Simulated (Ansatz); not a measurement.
Input and output for C$_{3}$H$_{12}$BN, SMILES `C[B-](C)(C)[NH3+]`.

```yaml
crystal:
  periodic: [false, false, false]
  atoms:
    - {symbol: C, position_ang: [-0.656532, 0.249543, -1.485578]}
    - {symbol: B, position_ang: [0.064301, -0.037220, -0.067941]}
    - {symbol: C, position_ang: [1.424934, 0.805249, 0.156666]}
    - {symbol: C, position_ang: [0.199303, -1.606860, 0.291955]}
    - {symbol: N, position_ang: [-0.997911, 0.566561, 1.074086]}
    - {symbol: H, position_ang: [-0.824765, 1.316898, -1.683751]}
    - {symbol: H, position_ang: [-0.028782, -0.114651, -2.305412]}
    - {symbol: H, position_ang: [-1.624210, -0.258617, -1.595951]}
    - {symbol: H, position_ang: [1.862281, 0.673225, 1.155716]}
    - {symbol: H, position_ang: [1.303709, 1.884962, -0.005641]}
    - {symbol: H, position_ang: [2.190451, 0.476982, -0.554010]}
    - {symbol: H, position_ang: [0.610422, -1.793068, 1.293505]}
    - {symbol: H, position_ang: [0.882645, -2.094905, -0.410679]}
    - {symbol: H, position_ang: [-0.749813, -2.155644, 0.222360]}
    - {symbol: H, position_ang: [-1.149537, 1.560546, 0.931159]}
    - {symbol: H, position_ang: [-1.895242, 0.094946, 1.012412]}
    - {symbol: H, position_ang: [-0.630254, 0.431451, 2.011103]}
basis:
  gaussian: {orbitals: "6-31++G**"}
hamiltonian: {xc: {name: PBE0-DH}}
```

```sh
$ ansatz run in.yaml --threads 4 --pin off --events-out ev --progress --plain --max-ram 11315MiB
```

Shortened log:

```
Functional definition: PBE0-DH
1539 factors; integrals over basis functions are off by at most 1.2e-3 eV
mean field evaluation 1: about -5450.2769 eV, gradient 7.8e1 eV
mean field evaluation 2: about -5450.8018 eV, gradient 7.8e1 eV
mean field evaluation 4: about -5464.7902 eV, gradient 5.8e0 eV
mean field evaluation 8: about -5464.9108 eV, gradient 3.6e-1 eV
mean field evaluation 16: about -5464.9112 eV, gradient 2.9e-5 eV
mean field -5464.91117807 eV, -200.8317815441 hartree, gradient 8.5e-6 eV, S^2 0.000000; 0 other end points of the search recorded, 0 dependent functions left out
5 core orbitals not correlated: weight in the atoms' cores, before any rotation towards them, 1.000 or more for the frozen orbitals, at most 0.000 for the correlated occupied ones
reference -5464.91122232 eV, -200.8317831704 hartree; 16, 16 occupied and 146, 146 virtual orbitals, 1539 factors
second order -24.83096179 eV of doubles, -0.00000000 eV of singles
Total energy: -5468.01509254 eV, -200.9458482973 hartree
```

Hardware: 4 threads of an Intel Xeon 6975P-C on a shared host. Wall time 1.9 s, peak host memory 0.45 GiB.
